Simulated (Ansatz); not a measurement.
Na₆Au⁺: single points at one geometry.

```yaml
crystal:
  periodic: [false, false, false]
  atoms:
    - {symbol: Au, position_ang: [-0.362184, -0.697336, 1.079295]}
    - {symbol: Na, position_ang: [1.336376, 1.515187, 0.250726]}
    - {symbol: Na, position_ang: [-1.985796, 0.750806, -0.975679]}
    - {symbol: Na, position_ang: [-2.958020, -0.351378, 2.237756]}
    - {symbol: Na, position_ang: [2.167195, -1.795645, 2.001251]}
    - {symbol: Na, position_ang: [1.256263, -1.266356, -1.389279]}
    - {symbol: Na, position_ang: [0.546177, 1.844712, -3.204061]}
basis:
  gaussian: {orbitals: def2-TZVP, initial_orbitals: start.molden}
total_charge: 1
hamiltonian: {xc: pbe0, dispersion: d4}
scf: {omitted_lower_state_checks: [starts]}
output: {orbitals: {seedname: orbitals}}
```

The file start.molden holds the orbitals of an earlier run on this structure, at another level or in another basis.

```sh
$ ansatz run in.yaml --threads 4 --pin off --events-out ev --progress --plain --max-ram 4787MiB
```

It prints (some lines left out):

```
Functional definition: PBE0
2127 factors; their error is unknown
mean field evaluation 1: about -30162.4870 eV, gradient 2.3e2 eV
mean field evaluation 2: about -30169.9506 eV, gradient 1.2e1 eV
mean field evaluation 4: about -30173.0192 eV, gradient 1.5e0 eV
mean field evaluation 8: about -30173.2353 eV, gradient 3.5e-4 eV
mean field -30173.23530388 eV, -1108.8459452641 hartree, gradient 8.8e-6 eV, S^2 0.000000; 0 other end points of the search recorded, 0 dependent functions left out
reference -30173.23535393 eV, -1108.8459471033 hartree; 42, 42 occupied and 190, 190 virtual orbitals, 2127 factors
Total energy: -30173.42458531 eV, -1108.8529012284 hartree
Checks for a lower state left out: starts
```

Run time 15 s (4 threads of Arm Neoverse N1 on a shared host), peak host memory 1 GiB.

As the first input, with `hamiltonian: {xc: pbe, dispersion: d4}`, `output: {forces: true, orbitals: {seedname: orbitals}}` (abridged; 9 s):

```
Functional definition: PBE
mean field -30172.46786500 eV, -1108.8177424056 hartree, gradient 1.1e-5 eV, S^2 0.000000
Total energy: -30172.68301063 eV, -1108.8256488616 hartree
Atom 0 force     0.009376     0.036597    -0.031450 eV/Å
Atom 1 force    -0.012380    -0.031293    -0.001885 eV/Å
Atom 2 force     0.017509    -0.007646     0.026144 eV/Å
Atom 3 force     0.025629    -0.007355    -0.025403 eV/Å
Atom 4 force    -0.023508     0.016981    -0.021402 eV/Å
Atom 5 force    -0.010203     0.010479     0.027861 eV/Å
Atom 6 force    -0.006423    -0.017762     0.026135 eV/Å
Dipole moment:     0.177529     0.404174    -0.366204 e Å
Checks for a lower state left out: starts
```

The first input with `gaussian: {orbitals: def2-SVP, initial_orbitals: start.molden}`, `correlation: {method: ccsd_t}` and without the key `hamiltonian` (abridged; 91 s):

```
Functional definition: HF
mean field evaluation 16: about -30078.8069 eV, gradient 8.1e0 eV
mean field evaluation 32: about -30079.7639 eV, gradient 2.2e-1 eV
mean field evaluation 64: about -30079.7689 eV, gradient 2.0e-3 eV
mean field evaluation 96: about -30078.4989 eV, gradient 3.8e-1 eV
mean field evaluation 128: about -30078.4819 eV, gradient 2.0e-1 eV
mean field evaluation 160: about -30078.6791 eV, gradient 2.3e0 eV
mean field -30082.19013760 eV, -1105.5000971160 hartree, gradient 3.6e-6 eV, S^2 0.000000; 1 other end points of the search recorded, 0 dependent functions left out; unrestricted orbitals would lower it
determinant -30082.19013760 eV, -1105.5000971160 hartree, with singles and doubles -30094.38096871 eV, -1105.9481018961 hartree
determinant -30079.76885691 eV, -1105.4111166918 hartree, with singles and doubles -30092.07333246 eV, -1105.8632978279 hartree
6 core orbitals not correlated: weight in the atoms' cores, before any rotation towards them, 1.000 or more for the frozen orbitals, at most 0.000 for the correlated occupied ones
second order -12.84495682 eV of doubles, -0.00000000 eV of singles
cycle   1  -12.12769633 eV  change   -2.0e-1 eV  update   3.1e-2
cycle   2  -12.14291609 eV  change   -1.5e-2 eV  update   8.9e-3
cycle   3  -12.14307376 eV  change   -1.6e-4 eV  update   3.4e-3
cycle   4  -12.14406782 eV  change   -9.9e-4 eV  update   1.6e-3
cycle   5  -12.14420037 eV  change   -1.3e-4 eV  update   7.8e-4
cycle   6  -12.14430290 eV  change   -1.0e-4 eV  update   3.7e-4
cycle   7  -12.14434144 eV  change   -3.9e-5 eV  update   1.7e-4
cycle   8  -12.14435765 eV  change   -1.6e-5 eV  update   7.7e-5
perturbative correction -0.50917889 eV, -0.0187119791 hartree
Total energy: -30094.84367415 eV, -1105.9651060072 hartree
Checks for a lower state left out: starts
```

Geometry: PBE-D4/def2-SVP.

In the def2 sets Au takes a core potential; there is no spin–orbit coupling. Correlated methods freeze 6 core orbitals; core or outer-core shells of Au, Na are correlated, in sets that lack core-valence functions. The restricted singlet is unstable towards broken spin symmetry in Hartree–Fock (as tested in another run); at PBE0-D4/def2-TZVP, PBE-D4/def2-TZVP this wasn't settled. At CCSD(T)/def2-SVP the restricted singlet (for correlated methods, its reference) is unstable: a solution with broken spin symmetry lies lower. No other spin state of charge 1 was run. The structure comes from a short search, and lower isomers may exist.
